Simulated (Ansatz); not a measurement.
FH$_{4}$InOSi, SMILES `O[SiH2][InH][F]`, 8 atoms. Total charge 0; spin multiplicity 1. Correlated methods include outer-core shells of In, which these sets cover unevenly. In takes the def2 core potential. All runs use 4 threads of an Intel Xeon Platinum 8488C on a shared host. Correlated methods freeze the cores.

Problem. Give the basis size and wall time and peak host memory of each of these runs in Ansatz. RHF-CCSD(T)/def2-TZVPP energy; RKS PBE0-D4/def2-SVP energy; RHF-MP2/def2-QZVPP energy; RKS ωB97M-V/def2-TZVPP energy and forces; RKS r2SCANh-D4/def2-TZVPP energy; RHF-CCSD(T)/def2-SVP energy; RKS ωB97M-V/def2-QZVPP energy; RKS PBE0-D4/def2-QZVPP energy; RKS LC-ωPBE/def2-TZVPP energy; RKS ωB97M-V/def2-SVP energy; RKS PBE0-D4/def2-TZVP relaxation (12 steps); RKS BHLYP-D4/def2-TZVPP energy. (Best estimate.)

Solution. Ansatz gave: Other jobs shared the machine, so times are rough.

```csv
level,job,functions,wall time,peak host memory (GiB)
RKS PBE0-D4/def2-SVP,energy,92,0.75 s,0.41
RKS LC-ωPBE/def2-TZVPP,energy,210,1.6 s,0.41
RKS BHLYP-D4/def2-TZVPP,energy,210,1.8 s,0.52
RHF-CCSD(T)/def2-SVP,energy,92,2.4 s,0.41
RKS ωB97M-V/def2-SVP,energy,92,2.5 s,0.41
RKS r2SCANh-D4/def2-TZVPP,energy,210,2.5 s,0.52
RKS PBE0-D4/def2-QZVPP,energy,386,4.1 s,1.2
RKS ωB97M-V/def2-TZVPP,energy and forces,210,5.5 s,0.73
RKS ωB97M-V/def2-QZVPP,energy,386,8.5 s,1.5
RHF-MP2/def2-QZVPP,energy,386,9 s,1.8
RKS PBE0-D4/def2-TZVP,relaxation (12 steps),173,24 s,0.46
RHF-CCSD(T)/def2-TZVPP,energy,210,50 s,3.2
```

LC-ωPBE has ω = 0.4 bohr⁻¹.
